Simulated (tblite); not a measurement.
Species: C8H13N.
Numbering: `[CH2:1]=[CH:2][C@@:3]12[CH2:4][CH2:5][C@@H:6]1[CH2:7][NH:8][CH2:9]2` (hydrogens: H10, H11 on C1; H12 on C2; H13, H14 on C4; H15, H16 on C5; H17 on C6; H18, H19 on C7; H20 on N8; H21, H22 on C9)

Computed with GFN2-xTB (tblite), gas phase: L-BFGS steps from a force-field or distance-geometry start until the largest atomic force falls under 0.01 eV/Å.

Step 0: E = -724.7874 eV
```
atom  x, y, z in Å  |  force x, y, z in eV/Å
C1      2.7885   -0.6646   -0.2409   -1.181   0.162   0.740
C2      1.6298   -0.4862    0.4224    1.831  -0.286  -0.367
C3      0.3879   -0.1206   -0.2793   -1.116   0.189   0.040
C4     -0.1797   -1.1960   -1.2550   -0.003  -0.377   0.243
C5     -1.4172   -1.3667   -0.3504   -0.299   0.209  -0.465
C6     -0.9250   -0.2229    0.5477    0.137  -0.197   0.298
C7     -1.6041    1.1365    0.4089   -0.225  -0.017   0.187
N8     -1.0451    1.7558   -0.7856    0.061  -0.787  -0.197
C9      0.3572    1.3243   -0.8060    0.011   0.417  -0.144
H10     2.8349   -0.5457   -1.3136    0.053  -0.031   0.167
H11     3.6897   -0.9334    0.2810    0.048  -0.001  -0.091
H12     1.6071   -0.6189    1.5128   -0.091   0.113  -0.549
H13     0.4084   -2.1195   -1.3264    0.090   0.344   0.034
H14    -0.3971   -0.8491   -2.2618    0.002   0.172   0.098
H15    -2.3734   -1.1782   -0.8615    0.289  -0.037   0.236
H16    -1.4696   -2.3345    0.1598    0.036   0.239  -0.123
H17    -0.8143   -0.5294    1.6000   -0.029   0.244  -0.267
H18    -1.3723    1.7515    1.2840    0.019  -0.011   0.386
H19    -2.6935    1.0439    0.3530    0.056   0.054  -0.202
H20    -1.1162    2.7676   -0.7373   -0.003  -0.099  -0.090
H21     0.9266    1.9995   -0.1481    0.387  -0.291   0.067
H22     0.7670    1.4059   -1.8157   -0.072  -0.009   0.000
```

Step 1: E = -724.8335 eV
```
atom  x, y, z in Å  |  force x, y, z in eV/Å
C1      2.7716   -0.6623   -0.2303    1.341  -0.228  -0.666
C2      1.6560   -0.4903    0.4172   -1.286   0.297   0.543
C3      0.3719   -0.1179   -0.2787    0.083  -0.033   0.163
C4     -0.1798   -1.2014   -1.2515   -0.146   0.049   0.043
C5     -1.4215   -1.3637   -0.3571   -0.003   0.021  -0.032
C6     -0.9230   -0.2258    0.5520   -0.164  -0.042   0.009
C7     -1.6073    1.1363    0.4116    0.008  -0.067   0.193
N8     -1.0443    1.7446   -0.7884   -0.077  -0.170  -0.099
C9      0.3573    1.3303   -0.8080   -0.047   0.050   0.000
H10     2.8357   -0.5461   -1.3112   -0.011  -0.041   0.369
H11     3.6904   -0.9334    0.2797   -0.155   0.054  -0.175
H12     1.6058   -0.6173    1.5049   -0.010   0.084  -0.434
H13     0.4097   -2.1146   -1.3259    0.180   0.160   0.051
H14    -0.3971   -0.8466   -2.2604    0.033   0.100   0.180
H15    -2.3693   -1.1788   -0.8581    0.001   0.044   0.052
H16    -1.4691   -2.3311    0.1581    0.002   0.243  -0.147
H17    -0.8147   -0.5259    1.5962    0.004   0.130  -0.026
H18    -1.3720    1.7514    1.2896   -0.012  -0.037   0.282
H19    -2.6927    1.0447    0.3501   -0.033   0.049  -0.181
H20    -1.1163    2.7662   -0.7386   -0.026  -0.439  -0.142
H21     0.9321    1.9953   -0.1471    0.358  -0.229   0.081
H22     0.7660    1.4058   -1.8157   -0.040   0.006  -0.063
```

Step 2: E = -724.8615 eV
```
atom  x, y, z in Å  |  force x, y, z in eV/Å
C1      2.7817   -0.6641   -0.2348   -0.005  -0.009   0.066
C2      1.6487   -0.4881    0.4216   -0.150   0.135  -0.329
C3      0.3691   -0.1176   -0.2769    0.138  -0.019   0.106
C4     -0.1813   -1.2021   -1.2503   -0.098   0.118   0.016
C5     -1.4225   -1.3628   -0.3589    0.047   0.023   0.058
C6     -0.9243   -0.2268    0.5531   -0.201   0.017  -0.059
C7     -1.6079    1.1355    0.4142    0.034  -0.045   0.138
N8     -1.0449    1.7402   -0.7901   -0.079  -0.117  -0.009
C9      0.3569    1.3322   -0.8085   -0.031  -0.060   0.032
H10     2.8357   -0.5467   -1.3068    0.027  -0.019   0.108
H11     3.6890   -0.9329    0.2775    0.069  -0.011  -0.056
H12     1.6054   -0.6161    1.4986   -0.031   0.053  -0.135
H13     0.4119   -2.1118   -1.3253    0.176   0.128   0.054
H14    -0.3967   -0.8450   -2.2582    0.029   0.099   0.160
H15    -2.3683   -1.1784   -0.8568   -0.083   0.066  -0.004
H16    -1.4690   -2.3278    0.1561   -0.008   0.173  -0.116
H17    -0.8148   -0.5237    1.5950    0.006   0.083   0.052
H18    -1.3721    1.7509    1.2938   -0.023  -0.055   0.221
H19    -2.6929    1.0453    0.3476   -0.039   0.050  -0.156
H20    -1.1165    2.7613   -0.7403   -0.049  -0.407  -0.153
H21     0.9371    1.9920   -0.1461    0.310  -0.209   0.062
H22     0.7653    1.4059   -1.8164   -0.038   0.005  -0.058
```

Step 3: E = -724.8782 eV
```
atom  x, y, z in Å  |  force x, y, z in eV/Å
C1      2.7844   -0.6648   -0.2346   -0.293   0.050   0.164
C2      1.6451   -0.4851    0.4171    0.171   0.036  -0.291
C3      0.3689   -0.1176   -0.2741   -0.003   0.030  -0.047
C4     -0.1838   -1.2007   -1.2491    0.032   0.084   0.051
C5     -1.4225   -1.3617   -0.3593   -0.028   0.090   0.015
C6     -0.9283   -0.2273    0.5529   -0.069   0.028   0.015
C7     -1.6079    1.1343    0.4181   -0.024   0.013   0.050
N8     -1.0465    1.7351   -0.7913   -0.009  -0.218   0.087
C9      0.3561    1.3324   -0.8083    0.016  -0.107   0.034
H10     2.8363   -0.5473   -1.3027    0.051  -0.008  -0.033
H11     3.6896   -0.9328    0.2755    0.124  -0.031   0.012
H12     1.6045   -0.6144    1.4927   -0.040   0.051  -0.073
H13     0.4161   -2.1078   -1.3240    0.127   0.143   0.052
H14    -0.3960   -0.8423   -2.2542    0.007   0.120   0.080
H15    -2.3690   -1.1771   -0.8560   -0.083   0.066  -0.016
H16    -1.4690   -2.3229    0.1530   -0.014   0.045  -0.045
H17    -0.8147   -0.5210    1.5951   -0.009   0.052   0.062
H18    -1.3725    1.7497    1.3001   -0.033  -0.078   0.147
H19    -2.6936    1.0466    0.3433   -0.011   0.053  -0.111
H20    -1.1176    2.7517   -0.7440   -0.082  -0.221  -0.154
H21     0.9455    1.9863   -0.1444    0.220  -0.196   0.020
H22     0.7643    1.4060   -1.8177   -0.049  -0.003  -0.019
```

Question: Estimate the geometry and energy of step 4. (The exact step hangs on the optimiser's Hessian estimate; all steps are aligned on step 3, rigid shifts and turns removed.)

Answer: E = -724.8976 eV, largest force 0.361 eV/Å
```
atom  x, y, z in Å  |  force x, y, z in eV/Å
C1      2.7856   -0.6654   -0.2330   -0.324   0.070   0.142
C2      1.6420   -0.4800    0.4084    0.299  -0.054  -0.132
C3      0.3660   -0.1163   -0.2719   -0.050   0.030  -0.144
C4     -0.1858   -1.1978   -1.2455    0.113   0.089   0.010
C5     -1.4244   -1.3572   -0.3608   -0.061   0.083   0.019
C6     -0.9345   -0.2277    0.5542    0.092   0.070   0.071
C7     -1.6093    1.1333    0.4248   -0.052   0.033  -0.021
N8     -1.0485    1.7205   -0.7909    0.092  -0.117   0.169
C9      0.3557    1.3310   -0.8076    0.083  -0.154   0.032
H10     2.8384   -0.5485   -1.2970    0.074   0.005  -0.204
H11     3.6928   -0.9333    0.2725    0.096  -0.030   0.067
H12     1.6022   -0.6104    1.4804   -0.050   0.041   0.077
H13     0.4252   -2.0978   -1.3208    0.065   0.115   0.050
H14    -0.3950   -0.8351   -2.2468   -0.009   0.125  -0.014
H15    -2.3713   -1.1738   -0.8547   -0.106   0.082  -0.056
H16    -1.4694   -2.3149    0.1476   -0.034  -0.103   0.037
H17    -0.8150   -0.5154    1.5961   -0.022  -0.017   0.099
H18    -1.3739    1.7460    1.3132   -0.059  -0.099   0.012
H19    -2.6946    1.0499    0.3345   -0.003   0.053  -0.031
H20    -1.1212    2.7333   -0.7531   -0.131  -0.044  -0.171
H21     0.9630    1.9730   -0.1416    0.053  -0.161  -0.047
H22     0.7613    1.4060   -1.8199   -0.065  -0.017   0.036
```

The energy changes by -0.0194 eV. The first-order estimate −F·Δx gives -0.0300 eV and the mean of the old and new forces, exact on a quadratic surface, -0.0194 eV. The step makes an angle of 41° with the force vector and moves no atom by more than 0.022 Å.

The cost below is that of the whole relaxation. The run took 0.73 s of wall time on one thread, Arm Neoverse V1 (aarch64), on a shared host.
